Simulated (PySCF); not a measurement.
Positional isomers: butadiene fluoro. Gas-phase values, no solvent. One relaxed conformer stands for each flexible species; it need not be the lowest. Strings in code marks are SMILES.

Quantity: electronic energy of isomers of C4H5F relative to `C=CC(=C)F` (C–C–C–F torsion 0°), in kcal/mol.

Case: `C=C/C=C\F` (C–C–C–C torsion 180°). Geometry of `C=C/C=C\F` (neutral, multiplicity 1, Å):

```xyz
10

C     -1.3671     1.2657    -0.0479
C     -0.5882     0.2566     0.3570
C      0.5653    -0.2148    -0.3811
C      1.3623    -1.2147    -0.0067
F      1.1592    -1.9031     1.1364
H     -2.2215     1.5880     0.5338
H     -1.1718     1.7979    -0.9731
H     -0.8117    -0.2545     1.2880
H      0.8169     0.2731    -1.3170
H      2.2261    -1.5761    -0.5488
```

Question: What electronic energy of isomers of C4H5F relative to `C=CC(=C)F` (C–C–C–F torsion 0°) does B3LYP/3-21G // TPSSh-D3(BJ)/def2-TZVP (PySCF) give?

Answer: 3.57 kcal/mol.
